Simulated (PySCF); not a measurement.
Run record: geometry optimisation, `[CH3][GeH2][CH3]`.

Method: PBE0-D3(BJ)/def2-SVP geometry optimisation, gas phase (PySCF 2.14.0). Start geometry: GFN2-xTB. The input is one job of a driver script: a line of settings, then coordinates in Å.

Input:
```
{"job": {"xc": "PBE0", "basis": "def2-SVP", "d3": "d3bj", "grid": 1, "maxiter": 30, "kind": "geom"}, "charge": 0, "multiplicity": 1}
C      1.552105     0.583479    -0.076943
Ge     0.102751    -0.688229     0.316480
C     -1.644867     0.042124    -0.216303
H      2.520119     0.184449     0.212082
H      1.396685     1.515723     0.460293
H      1.583084     0.808612    -1.140064
H      0.098101    -1.022623     1.784398
H      0.354243    -1.989782    -0.397007
H     -2.449389    -0.655589    -0.003516
H     -1.849986     0.967157     0.316307
H     -1.657421     0.257350    -1.281690
```

Task: Give the output.

Result: 
```
step   0  E = -2157.35110450  max force = 0.015456
step   1  E = -2157.35302164  max force = 0.003731
step   2  E = -2157.35312066  max force = 0.000475
step   3  E = -2157.35312209  max force = 0.000134
optimisation converged
```

Energies in Eh; «max force» is the largest Cartesian gradient component in Eh/bohr.

Task: How much energy does the optimisation release, in kcal/mol?

Result: E(step 0) − E(last step) = 0.002018 Eh, which is 1.3 kcal/mol.

Task: Give the first gradient maximum in eV/Å.

Result: With 1 Eh/bohr = 51.422 eV/Å, 0.795 eV/Å.

In short: final energy -2157.35312 Eh after 3 steps; dipole 0.73 D.

Hardware: one thread of an Intel Xeon Gold 6455B, no GPU, shared host. Cost: 9.5 s, 0.42 GiB resident at most.
Labels such as C1 count atoms from 1, the log's own numbers from 0.
